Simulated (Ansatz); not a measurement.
The cluster Au₄F₃, 7 atoms. Hardware: 4 threads of Intel Xeon 6975P-C on a shared host.

In the def2 sets Au takes a core potential; there is no spin–orbit coupling. Correlated methods freeze 3 core orbitals; core or outer-core shells of Au are correlated, in sets that lack core-valence functions.

(1) How many basis functions does each of these Ansatz runs have, and roughly what does it cost? PBE-D4/def2-SVP, charge 0 doublet, energy, from earlier orbitals; PBE0-D4/def2-TZVP, charge 0 doublet, energy, from earlier orbitals; PBE-D4/def2-TZVP, charge 0 doublet, energy and forces, from earlier orbitals; PBE-D4/def2-SVP, charge 0 doublet, energy with a search over starts; B2PLYP/def2-TZVP, charge 0 doublet, energy, from earlier orbitals; HF/def2-TZVP, charge 0 doublet, energy, from earlier orbitals; PBE0-D4/def2-SVP, charge 0 doublet, energy, from earlier orbitals; r2SCAN-D4/def2-TZVP, charge 0 doublet, energy, from earlier orbitals; RPA@PBE/def2-TZVP, charge 0 doublet, energy, from earlier orbitals; r2SCAN0-D4/def2-TZVP, charge 0 doublet, energy, from earlier orbitals; MP2/def2-TZVP, charge 0 doublet, energy, from earlier orbitals; PBE-D4/def2-SVP, charge 0 doublet, relaxation, 5 steps.

Results:

(1) Other jobs shared the machine, so times can vary by a factor of up to 3. A dash marks memory too small to be measured apart from the calling script's.

| run | functions | fitting or Cholesky vectors | wall time | peak host memory (GiB) |
| --- | --- | --- | --- | --- |
| PBE-D4/def2-SVP, charge 0 doublet, energy, from earlier orbitals | 170 | 1724 | 2.7 s | – |
| PBE-D4/def2-TZVP, charge 0 doublet, energy and forces, from earlier orbitals | 253 | 1900 | 4.4 s | – |
| PBE0-D4/def2-SVP, charge 0 doublet, energy, from earlier orbitals | 170 | 1682 | 4.4 s | 0.82 |
| PBE-D4/def2-SVP, charge 0 doublet, energy with a search over starts | 170 | 1724 | 7.5 s | 0.6 |
| HF/def2-TZVP, charge 0 doublet, energy, from earlier orbitals | 253 | 2119 | 7.5 s | 1.1 |
| r2SCAN-D4/def2-TZVP, charge 0 doublet, energy, from earlier orbitals | 253 | 1900 | 8.5 s | 0.66 |
| PBE-D4/def2-SVP, charge 0 doublet, relaxation, 5 steps | 170 | 1724 | 10 s | – |
| PBE0-D4/def2-TZVP, charge 0 doublet, energy, from earlier orbitals | 253 | 2112 | 11 s | 1.3 |
| MP2/def2-TZVP, charge 0 doublet, energy, from earlier orbitals | 253 | 2119 | 11 s | 1.1 |
| B2PLYP/def2-TZVP, charge 0 doublet, energy, from earlier orbitals | 253 | 2119 | 13 s | 1.2 |
| RPA@PBE/def2-TZVP, charge 0 doublet, energy, from earlier orbitals | 253 | 2119 | 15 s | 1.2 |
| r2SCAN0-D4/def2-TZVP, charge 0 doublet, energy, from earlier orbitals | 253 | 2112 | 16 s | 1.4 |
